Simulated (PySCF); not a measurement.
Vertical excitations of a molecule C2H7GeN from TDA-LC-ωPBE/def2-SVPD in PySCF 2.14.0, as energy in eV (oscillator strength): 6.35 (0.027), 7.05 (0.061), 7.81 (0.537), 8.15 (0.053), 8.32 (0.024), 8.53 (0.028), 8.61 (0.015), 8.65 (0.014), 8.73 (0.023), 8.88 (0.022). Lowest triplet (TDA): 4.12 eV. Geometry: PBE0-D3(BJ)/def2-SVP. The values are those of a single conformer.

### Question
Which structure fits?
(A) C=[CH][GeH2][NH2]
(B) C/N=[CH]\[GeH3]
(C) C/C=[N]\[GeH3]
(D) [CH2]1N[CH2][GeH2]1

### Answer
A, C=[CH][GeH2][NH2]
